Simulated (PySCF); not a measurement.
Isomers of C7H10BN. Method used: PySCF 2.14.0, PBE0-D3(BJ)/def2-SVP geometry optimisation, gas phase. Energies are electronic, without zero-point or thermal terms, for one conformer each. No frequencies were run at this level. Point groups hold within 0.08 Å.

Question: Order them by energy at this level, lowest first, and give relative energies in kcal/mol.
A. `[CH2:1]=[C:2]1[CH:3]=[C:4]([CH3:5])/[C:6]1=[CH:7]\[BH:8][NH2:9]` with C6–C7–B8–N9 178°
B. `CB(C)C1=CC=CC=N1`

Answer: B (0.0), A (29.4).

As drawn, the lower has an aromatic ring, which the higher lacks; the higher has a four-membered ring, an N–H bond and a B–N bond, which the lower lacks.

```tsv
SMILES	E (Eh)	E rel (kcal/mol)	dipole (D)	point group	A, B, C (MHz)
CB(C)c1ccccn1	-351.71295	0.0	2.10	C1	3346, 1154, 872.1
C=C1C=C(C)/C1=C\BN	-351.66617	29.4	1.32	–	2388, 1084, 749.2
```
